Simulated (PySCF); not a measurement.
Gas-phase reaction: GeF₃ + C₂F₅ = GeF₄ + C₂F₄

Method: PySCF energies plus ideal-gas RRHO corrections (1 bar). † marks an energy on the PBE0/def2-TZVP geometry and frequencies; other levels use their own. CCSD(T) freezes the core. Open shells (unrestricted): GeF₃ (multiplicity 2), C₂F₅ (multiplicity 2); the rest are closed-shell singlets. B3LYP is the form with VWN-RPA correlation. Ge: all electrons, no relativistic terms. GeF₃, C₂F₅: computed as isolated molecules; such fragments, hydroxides, amides, oligomers or adducts are transient or little studied in the gas. CCSD(T) isn't extrapolated to the basis-set limit.

```csv
level,"ΔH°(298 K), kJ"
B3LYP/def2-TZVP†,…
BLYP/def2-TZVP†,…
CCSD(T)/def2-SVP†,-213
M06-2X/def2-TZVP†,-230
PBE/def2-SVP,…
r2SCAN/def2-TZVP†,-191
LDA/def2-TZVP†,-216
ωB97M-V/def2-TZVP†,…
```

Problem. Fill in the missing entries.

Solution. 
- B3LYP/def2-TZVP†, ΔH°(298 K), kJ: -210
- BLYP/def2-TZVP†, ΔH°(298 K), kJ: -206
- PBE/def2-SVP, ΔH°(298 K), kJ: -184
- ωB97M-V/def2-TZVP†, ΔH°(298 K), kJ: -216
